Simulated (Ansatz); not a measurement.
**Molecular dynamics of Si16O**

input.yaml

```yaml
accuracy: low
crystal:
  lattice:
    - [0.0, 5.43, 5.43]
    - [5.43, 0.0, 5.43]
    - [5.43, 5.43, 0.0]
  atoms:
    - { symbol: Si, position: [0.03940791, -0.0052138, 0.01501015] }
    - { symbol: Si, position: [0.19195565, 0.07828717, 0.11106899] }
    - { symbol: Si, position: [0.03298242, 0.02192961, 0.47812245] }
    - { symbol: Si, position: [0.16592536, 0.04233672, 0.65792143] }
    - { symbol: Si, position: [0.00284324, 0.46248243, 0.0497752] }
    - { symbol: Si, position: [0.12662945, 0.66200324, 0.14904692] }
    - { symbol: Si, position: [0.0473382, 0.43236557, 0.4702287] }
    - { symbol: Si, position: [0.07622817, 0.60980985, 0.63869403] }
    - { symbol: Si, position: [0.55178884, 0.00403635, -0.07873508] }
    - { symbol: Si, position: [0.64776645, 0.07685933, 0.11604317] }
    - { symbol: Si, position: [0.55036998, 0.0271424, 0.45354418] }
    - { symbol: Si, position: [0.64998478, 0.17905665, 0.54239217] }
    - { symbol: Si, position: [0.52119813, 0.46858834, -0.01065293] }
    - { symbol: Si, position: [0.66259266, 0.64296111, 0.06624789] }
    - { symbol: Si, position: [0.47150666, 0.56411913, 0.46421725] }
    - { symbol: Si, position: [0.65586859, 0.58277013, 0.65495279] }
    - { symbol: O, position: [0.62745576, 0.80271846, 0.63234226], spin: 1.0 }
magnetization:
  spin_polarized: true
basis:
  ecutwfc: 420.0
kpoints:
  mp_grid: { grid: [2, 2, 2] }
hamiltonian:
  xc: pbe
  pseudopotentials: { kind: paw, azcp: { folder: soft_1 } }
scf:
  occupations: { method: fermi_dirac, width: 0.02 }
  lower_state_search: "off"
md:
  timestep: 1
  n_steps: 100
  ensemble: nve
  temperature: 2100.0
  initial_velocities: maxwell_boltzmann
  seed: 440984
```

Command:

```bash
$ ansatz run input.yaml --threads 1 --pin off --max-ram 3072MiB --backend cpu --events-out ev --progress --plain --runs-dir out
```

It goes on from the last frame of an earlier run, with new velocities.

Output, in part (warnings, step lines):

```
WARN: the starting moments were not kept: the SCF closed with an absolute magnetisation of 1.9e-5 μB, where they sum to 1 μB in size (1 site). That is at most 0.1 of that sum. Measured as dr2_m measures the in/out step, that magnetisation stands 7.8e-12 eV from none, at or under the dr2_threshold …
md step     0: t =     0.00 fs  T =  2100.0 K  F+E_penalty+E_count = -10732.76042717 eV  E_kin = 4.343136 eV  conserved = -10728.41729120 eV  (15 SCF iters)
md step     1: t =     1.00 fs  T =  2135.6 K  F+E_penalty+E_count = -10732.83485608 eV  E_kin = 4.416682 eV  conserved = -10728.41817452 eV  (8 SCF iters)
md step     2: t =     2.00 fs  T =  2188.6 K  F+E_penalty+E_count = -10732.94547316 eV  E_kin = 4.526445 eV  conserved = -10728.41902793 eV  (8 SCF iters)
md step     3: t =     3.00 fs  T =  2252.7 K  F+E_penalty+E_count = -10733.07863171 eV  E_kin = 4.658950 eV  conserved = -10728.41968131 eV  (8 SCF iters)
md step     4: t =     4.00 fs  T =  2322.5 K  F+E_penalty+E_count = -10733.22338148 eV  E_kin = 4.803288 eV  conserved = -10728.42009318 eV  (8 SCF iters)
md step     5: t =     5.00 fs  T =  2394.4 K  F+E_penalty+E_count = -10733.37225175 eV  E_kin = 4.951939 eV  conserved = -10728.42031287 eV  (7 SCF iters)
md step     6: t =     6.00 fs  T =  2466.1 K  F+E_penalty+E_count = -10733.52066791 eV  E_kin = 5.100246 eV  conserved = -10728.42042230 eV  (8 SCF iters)
md step     7: t =     7.00 fs  T =  2536.2 K  F+E_penalty+E_count = -10733.66582680 eV  E_kin = 5.245336 eV  conserved = -10728.42049114 eV  (8 SCF iters)
[... lines left out ...]
md step   100: t =   100.00 fs  T =  1630.5 K  F+E_penalty+E_count = -10731.79063368 eV  E_kin = 3.372125 eV  conserved = -10728.41850869 eV  (12 SCF iters)
```

The steps, from the saved trajectory:

| time (fs) | T (K) | potential energy less start (eV) | conserved less start (meV/atom) |
| --- | --- | --- | --- |
| 0 | 2100 | 0.000 | 0.00 |
| 3 | 2253 | -0.318 | -0.14 |
| 6 | 2466 | -0.760 | -0.18 |
| 9 | 2668 | -1.178 | -0.20 |
| 12 | 2831 | -1.514 | -0.20 |
| 15 | 2939 | -1.738 | -0.21 |
| 18 | 2978 | -1.820 | -0.20 |
| 21 | 2942 | -1.744 | -0.19 |
| 24 | 2838 | -1.529 | -0.17 |
| 27 | 2686 | -1.215 | -0.15 |
| 30 | 2504 | -0.839 | -0.14 |
| 33 | 2305 | -0.427 | -0.11 |
| 36 | 2116 | -0.035 | -0.10 |
| 39 | 1947 | 0.314 | -0.12 |
| 42 | 1794 | 0.631 | -0.10 |
| 45 | 1685 | 0.858 | -0.03 |
| 48 | 1697 | 0.833 | -0.02 |
| 51 | 1834 | 0.548 | -0.14 |
| 54 | 1968 | 0.268 | -0.29 |
| 57 | 1968 | 0.269 | -0.26 |
| 60 | 1919 | 0.375 | 0.05 |
| 63 | 2115 | -0.032 | -0.07 |
| 66 | 2449 | -0.728 | -0.36 |
| 69 | 2613 | -1.067 | -0.31 |
| 72 | 2601 | -1.039 | -0.16 |
| 75 | 2556 | -0.944 | -0.08 |
| 78 | 2553 | -0.940 | -0.14 |
| 81 | 2538 | -0.909 | -0.20 |
| 84 | 2443 | -0.712 | -0.18 |
| 87 | 2276 | -0.367 | -0.13 |
| 90 | 2085 | 0.030 | -0.08 |
| 93 | 1908 | 0.397 | -0.06 |
| 96 | 1767 | 0.689 | -0.06 |
| 99 | 1660 | 0.908 | -0.07 |

The run went to its last step. The conserved energy stayed within 0.38 meV per atom of its start (net change -0.072 meV per atom), so the integration is sound. A run of 0.1 ps of so small a system gives no equilibrium averages. Limits of this set-up: coarse k mesh, a small cell, in which the defect meets its images, low accuracy level.

Mean squared displacements from the first frame to the last, about the centre of mass: Si 0.47 Å², O 0.60 Å².

Last frame:

```xyz
17
Lattice="0.0000 5.4300 5.4300 5.4300 0.0000 5.4300 5.4300 5.4300 0.0000" Properties=species:S:1:pos:R:3
Si -0.148 0.197 0.202
Si 1.458 0.896 1.435
Si 2.377 2.483 -0.042
Si 3.912 4.053 1.135
Si 2.887 0.207 3.102
Si 4.908 1.531 3.910
Si 5.211 3.564 2.907
Si 6.547 4.358 4.522
Si -0.034 2.493 2.636
Si 0.954 3.874 4.302
Si 2.485 4.879 2.735
Si 3.778 6.666 3.921
Si 3.158 2.756 5.100
Si 3.730 3.758 7.021
Si 4.733 5.946 5.870
Si 6.635 7.672 6.575
O 7.241 6.671 8.281
```

Time of the run: 23 min on 1 thread of Arm Neoverse V2 (shared host), peak memory 0.68 GiB.
